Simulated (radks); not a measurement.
Problem. The mean radii <r> (bohr) of the occupied orbitals of an atom or ion are listed with their occupations. Calculated with a radial shooting solver on a logarithmic mesh with Libxc functionals: scalar-relativistic Kohn-Sham, PBEsol, spin-polarised, spherical densities, finite nucleus; Fermi nuclear charge, rms radius of each element as measured or else 0.836 A^(1/3) + 0.57 fm.

| orbital | occ. | <r> |
|---|---|---|
| 1s up | 1 | 0.01716 |
| 1s down | 1 | 0.01716 |
| 2s up | 1 | 0.07179 |
| 2s down | 1 | 0.07179 |
| 2p up | 3 | 0.06458 |
| 2p down | 3 | 0.06458 |
| 3s up | 1 | 0.1754 |
| 3s down | 1 | 0.1754 |
| 3p up | 3 | 0.1735 |
| 3p down | 3 | 0.1735 |
| 5s up | 1 | 0.5384 |

Name the element and its charge. Open shells, if any, are filled with parallel spins first.

Solution. Z = 78, platinum, charge +59: Pt59+ in [Ar] 5s1. The 1s radius gives Z: for a bare nucleus <r> = (2 gamma + 1)/(2Z) with gamma = sqrt(1 - (Z/c)^2), 0.01695 bohr for Z = 78, and screening makes it slightly larger (0.01716 here). The occupations add up to 19, and the charge is Z minus that.
